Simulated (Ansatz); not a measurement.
GeF2Me2 (C2H6F2Ge). Charge 0, multiplicity 1. Geometry r2SCAN-D4/def2-SVP; atoms count from 1.

```xyz
11

Ge    0.2271    0.5005    0.2193
F     0.0240    1.1685    1.8146
F     1.2574    1.6552   -0.5790
C    -1.4870    0.5411   -0.6578
H    -2.1907   -0.1408   -0.1586
H    -1.3839    0.2430   -1.7113
H    -1.8883    1.5635   -0.6135
C     1.2129   -1.1448    0.3938
H     1.3920   -1.5926   -0.5945
H     0.6556   -1.8596    1.0165
H     2.1807   -0.9340    0.8706
```

Q: Estimate the Mulliken populations from the PBE0/def2-TZVP orbitals of Ansatz.

A: 
```json
{"atom": "Ge1", "charge (e)": "0.87"}
{"atom": "F2", "charge (e)": "-0.39"}
{"atom": "F3", "charge (e)": "-0.39"}
{"atom": "C4", "charge (e)": "-0.52"}
{"atom": "H5", "charge (e)": "0.15"}
{"atom": "H6", "charge (e)": "0.15"}
{"atom": "H7", "charge (e)": "0.17"}
{"atom": "C8", "charge (e)": "-0.52"}
{"atom": "H9", "charge (e)": "0.15"}
{"atom": "H10", "charge (e)": "0.15"}
{"atom": "H11", "charge (e)": "0.17"}
```
Mulliken values depend strongly on the basis.

Q: And the Mayer bond orders between heavy atoms (over 0.3)?

A: Ge1–F2 0.95 (1.74 Å); Ge1–F3 0.95 (1.74 Å); Ge1–C4 0.95 (1.93 Å); Ge1–C8 0.95 (1.93 Å).
